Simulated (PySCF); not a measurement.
This PySCF input asks for the NMR shieldings of SMILES O(C)C[C@H]1CC[SiH2]C1, C$_{6}$H$_{14}$OSi; the geometry comes from GFN2-xTB.

```python
import basis_set_exchange as bse
import numpy as np
from pyscf import gto, dft
from pyscf.prop import nmr

atoms = """
C     3.439558   -0.258082    0.608801
O     2.092860   -0.629457    0.505931
C     1.346873    0.216519   -0.340657
C    -0.106275   -0.248745   -0.354168
C    -0.772830   -0.080498    1.011573
C    -2.246439   -0.466359    0.870614
Si   -2.751380    0.224798   -0.831426
C    -0.948600    0.515535   -1.379941
H     3.940045   -0.293185   -0.367875
H     3.909863   -0.971197    1.283029
H     3.545335    0.755699    1.017415
H     1.407762    1.257932    0.018242
H     1.764035    0.187980   -1.361556
H    -0.106993   -1.313874   -0.606210
H    -0.261574   -0.685126    1.761330
H    -0.695674    0.967328    1.313039
H    -2.342195   -1.552656    0.887302
H    -2.828930   -0.086150    1.707669
H    -3.519292    1.471128   -0.753419
H    -3.455934   -0.752601   -1.665778
H    -0.725085    0.184472   -2.392276
H    -0.695540    1.575922   -1.333273
"""
names = dict.fromkeys(["C", "O", "Si", "H"], "pcSseg-1")
basis = {el: gto.basis.parse(bse.get_basis(n, elements=[el], fmt="nwchem")) for el, n in names.items()}
mol = gto.M(atom=atoms, basis=basis, charge=0, verbose=0)
mf = dft.RKS(mol, xc="PBE0")
mf.grids.level = 2
mf.grids.alignment = dft.numint.BLKSIZE   # the property module wants whole blocks of grid points
mf.conv_tol = 1e-9
mf.kernel()

calc = nmr.RKS(mf)   # GIAO
C = mf.mo_coeff
Co = C[:, mf.mo_occ > 0]
resp = mf.gen_response(singlet=True, hermi=2)
def vind(x):   # induced exchange potential for any number of trial vectors
    d = np.einsum("pi,xij,qj->xpq", C, 2 * x.reshape(-1, C.shape[1], Co.shape[1]), Co, optimize=True)
    return np.einsum("xpq,pi,qj->xij", resp(d - d.transpose(0, 2, 1)), C, Co, optimize=True).ravel()
mo1, _ = nmr.rhf.solve_mo1(calc, with_cphf=vind)
sigma = calc.kernel(mo1)
for i, s in enumerate(sigma):   # ppm
    print("%2d %-2s %9.2f" % (i, mol.atom_pure_symbol(i), np.trace(s) / 3))
```

Task: What does it print?

Result: 
```
 0 C     125.45
 1 O     304.29
 2 C     102.15
 3 C     140.52
 4 C     150.33
 5 C     176.78
 6 Si    381.95
 7 C     174.38
 8 H      28.36
 9 H      27.77
10 H      28.40
11 H      28.80
12 H      28.00
13 H      30.05
14 H      29.15
15 H      31.08
16 H      30.89
17 H      30.67
18 H      27.54
19 H      27.47
20 H      30.88
21 H      31.55
```

These numbers come from an equivalent density-fitted implementation of the same equations, which agrees with the script to about 0.01 ppm for H and up to a few tenths of a ppm for heavy atoms, so last digits may differ.

Task: Turn these shieldings into chemical shifts. Shifts are taken against calculated references (same method and geometry level): TMS for 13C (σref 186.93), 29Si (σref 349.16), 1H (σref 31.72); H2O for 17O (σref 336.08).

Result: Averaging equivalent atoms: C 2: 84.8; C 0: 61.5; C 3: 46.4; C 4: 36.6; C 7: 12.5; C 5: 10.1; O 1: 31.8; Si 6: -32.8; H 19: 4.24; H 18: 4.18; H 12: 3.72; H 8/9/10: 3.54; H 11: 2.91; H 14: 2.57; H 13: 1.67; H 17: 1.05; H 20: 0.84; H 16: 0.82; H 15: 0.64; H 21: 0.16 ppm. Experimental scales use liquid or dissolved standards, which lie at an offset from isolated H2O (liquid H2O: subtract about 36 ppm).

Size and cost of the density-fitted run: 213 basis functions, 98 s wall time on 1 thread of an Arm Neoverse N1, shared host; peak memory 0.96 GiB.
